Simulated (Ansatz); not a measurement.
C$_{3}$H$_{6}$Si, SMILES `[SiH3]C1=CC1` at its PBE0-D4/def2-TZVP geometry, where that method's forces vanish. Charge 0, multiplicity 1.

```csv
atom,x (Å),y (Å),z (Å)
Si1,-0.3374,1.6202,-0.2285
C2,-0.0846,-0.1907,-0.0995
C3,-0.3398,-1.4128,-0.4484
C4,0.6871,-1.2962,0.6093
H5,-1.3693,1.9296,-1.2508
H6,-0.7684,2.1513,1.0907
H7,0.9455,2.2696,-0.6039
H8,-0.9052,-2.0832,-1.0744
H9,0.4340,-1.5398,1.6409
H10,1.7382,-1.4480,0.3646
```

(1) For each bond, give half the difference of the two atoms' forces along it (eV/Å; positive pushes the atoms apart) under PBE-D4, r2SCAN-D4, B3LYP-D4, ωB97M-V in def2-TZVPP. (Estimate.)

Results:

(1) Ansatz gave: 
```json
{"bond": "Si1–C2", "length (Å)": "1.833", "PBE-D4": "-0.39", "r2SCAN-D4": "-0.20", "B3LYP-D4": "0.01", "ωB97M-V": "0.16"}
{"bond": "Si1–H5", "length (Å)": "1.485", "PBE-D4": "0.08", "r2SCAN-D4": "-0.01", "B3LYP-D4": "-0.06", "ωB97M-V": "-0.12"}
{"bond": "Si1–H6", "length (Å)": "1.486", "PBE-D4": "0.09", "r2SCAN-D4": "-0.01", "B3LYP-D4": "-0.06", "ωB97M-V": "-0.13"}
{"bond": "Si1–H7", "length (Å)": "1.486", "PBE-D4": "0.09", "r2SCAN-D4": "-0.01", "B3LYP-D4": "-0.06", "ωB97M-V": "-0.13"}
{"bond": "C2–C3", "length (Å)": "1.296", "PBE-D4": "0.68", "r2SCAN-D4": "0.28", "B3LYP-D4": "0.05", "ωB97M-V": "-0.07"}
{"bond": "C2–C4", "length (Å)": "1.523", "PBE-D4": "0.40", "r2SCAN-D4": "0.29", "B3LYP-D4": "0.24", "ωB97M-V": "0.18"}
{"bond": "C3–C4", "length (Å)": "1.479", "PBE-D4": "0.31", "r2SCAN-D4": "0.19", "B3LYP-D4": "0.25", "ωB97M-V": "0.28"}
{"bond": "C3–H8", "length (Å)": "1.078", "PBE-D4": "-0.18", "r2SCAN-D4": "-0.13", "B3LYP-D4": "-0.12", "ωB97M-V": "-0.11"}
{"bond": "C4–H9", "length (Å)": "1.090", "PBE-D4": "0.03", "r2SCAN-D4": "-0.07", "B3LYP-D4": "-0.13", "ωB97M-V": "-0.16"}
{"bond": "C4–H10", "length (Å)": "1.090", "PBE-D4": "0.03", "r2SCAN-D4": "-0.07", "B3LYP-D4": "-0.13", "ωB97M-V": "-0.16"}
```

B3LYP here is the variant with VWN-RPA as its local correlation; programs differ in this.
